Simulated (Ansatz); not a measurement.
Geometry optimisation, RKS PBE0-D4/def2-SVP in Ansatz 0.2.0.

Input:

```yaml
crystal:
  periodic: [false, false, false]
  atoms:
    - { symbol: "N", position_ang: [-1.36129, -0.71604, -0.90861] }
    - { symbol: Zn, position_ang: [-0.11371, -0.06572, 0.27006] }
    - { symbol: "N", position_ang: [1.47311, 0.77655, 0.64215] }
    - { symbol: H, position_ang: [-1.9999, -1.44308, -0.62249] }
    - { symbol: H, position_ang: [-1.92129, -0.0198, -1.38203] }
    - { symbol: H, position_ang: [2.3101, 0.23623, 0.46815] }
    - { symbol: H, position_ang: [1.61298, 1.23185, 1.53276] }
basis:
  gaussian: { orbitals: def2-SVP }
hamiltonian:
  xc: pbe0
  dispersion: d4
relax:
  f_tol: 0.015
  max_steps: 40
```

Command:

```bash
$ ansatz run input.yaml --threads 1 --pin off --max-ram 2048MiB --backend cpu --events-out ev --progress --plain --runs-dir out
```

Problem. Where does it end, and by what steps?

Solution. It converged. After 6 steps the energy has fallen by 0.134 eV; Zn2 moved furthest, 0.35 Å.

```
step  energy less start (eV)  largest force component (eV/Å)  accepted
   0                  0.0000                           0.717       yes
   1                 -0.0843                           0.388       yes
   2                 -0.1198                           0.402       yes
   3                 -0.1316                           0.076       yes
   4                 -0.1341                           0.073       yes
   5                 -0.1344                           0.070       yes
   6                 -0.1345                           0.008       yes
```

```xyz
7
Properties=species:S:1:pos:R:3
N -1.398 -0.708 -0.919
Zn 0.018 0.010 -0.043
N 1.509 0.769 0.657
H -1.982 -1.376 -0.422
H -2.016 -0.078 -1.423
H 2.394 0.287 0.530
H 1.475 1.096 1.619
```

Whether the end is a true minimum wasn't checked by a vibrational analysis.

The run took 75 s on 1 CPU thread of a shared host.
